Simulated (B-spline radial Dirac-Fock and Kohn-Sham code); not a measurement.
# How the binding energies of Nd¹⁶⁺ add up

System: the Nd¹⁶⁺ ion, [Kr] 4d8; nuclear rms radius 4.9123 fm (A = 142).

Method: Dirac-Fock energy differences between relaxed states, corrected for Breit and QED terms. Computed with a radial finite-basis atomic code. Correlation energy is missing from these numbers. Energies are counted from the vacuum level. Subshells whose hole state is unreliable or did not converge are left out.

All terms are in eV, carry their sign (relaxation lowers the binding energy) and add up to the binding energy; ⟨r⟩ is the mean radius of the orbital in the initial state.

```tsv
subshell	−ε (Koopmans)	relaxation	Breit	QED	binding energy	⟨r⟩ (bohr)
K (1s)	44181.8	-62.18	-115.23	-59.25	43945.2	0.024
L1 (2s)	7558.5	-29.67	-11.75	-7.85	7509.2	0.100
L2 (2p1/2)	7152.5	-33.56	-19.56	0.39	7099.7	0.084
L3 (2p3/2)	6630.8	-31.74	-12.63	-0.48	6585.9	0.091
M1 (3s)	1965.2	-9.76	-1.95	-1.71	1951.8	0.264
M2 (3p1/2)	1791.4	-10.40	-3.37	0.07	1777.7	0.254
M3 (3p3/2)	1684.6	-9.73	-1.99	-0.10	1672.7	0.266
N1 (4s)	671.8	-1.71	-0.44	-0.42	669.3	0.589
N2 (4p1/2)	601.7	-1.69	-0.74	0.02	599.3	0.600
N3 (4p3/2)	576.2	-1.53	-0.41	-0.02	574.2	0.622
N4,5 (4d)	458.6	-1.43	-0.14	0.03	457.0	0.651
```

For the deepest level, K (1s), the Breit terms make up -0.262 % of the binding energy, QED -0.135 % and orbital relaxation -0.142 %.

Spin-orbit splittings: 2p 513.8 eV, 3p 105.0 eV, 4p 25.09 eV.

Going to the tabulated ground configuration of the next ion removes an electron from N4,5 (4d), computed at 457.0 eV. NIST lists 453 ± 3 eV as the ionisation energy of this species (theoretical), -4.05 eV from the computed value. Where a p, d or f shell is open in either ion the computed value averages over both j values and all terms, while the table refers to the lowest levels; that difference holds spin-orbit splitting (largest in heavy or highly charged ions), term energies where several electrons share open shells, and correlation, and it can reach 10 % or more.
